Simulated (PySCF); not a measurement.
# Working out the ionisation energy of Rh⁺

Rh⁺ [Kr] 4d8 (3F) → Rh²⁺ [Kr] 4d7 (4F). Computed with PySCF 2.14 in aug-cc-pVDZ-PP with ECP28MDF, with a scalar-relativistic core potential. Frozen: 4s2 4p6. Energies in hartree (1 hartree = 27.21139 eV):

```json
{"part": "UHF", "Rh⁺ (lower)": "-109.155022", "Rh²⁺ (upper)": "-108.562210"}
{"part": "MP2 opposite-spin", "Rh⁺ (lower)": "-0.109012", "Rh²⁺ (upper)": "-0.066685"}
{"part": "MP2 same-spin", "Rh⁺ (lower)": "-0.064027", "Rh²⁺ (upper)": "-0.050663"}
```

What does Hartree-Fock give?

(-108.562210) − (-109.155022) = 0.592812 hartree = 16.131 eV.

What do MP2 and SCS-MP2 (6/5 opposite-spin, 1/3 same-spin) give?

The opposite-spin parts differ by 1.152 eV and the same-spin parts by 0.364 eV. MP2: 16.131 + (1.152) + (0.364) = 17.647 eV. SCS-MP2: 16.131 + 1.2 × (1.152) + (0.364)/3 = 17.635 eV.

Reference: 18.08 eV (semi-empirical (NIST evaluation); NIST Atomic Spectra Database, ionization energies), between the lowest levels; spin-orbit coupling is absent from the calculation.

A double-zeta basis recovers only part of the correlation energy.

What remains against the reference includes basis incompleteness, the frozen core and correlation beyond second order.
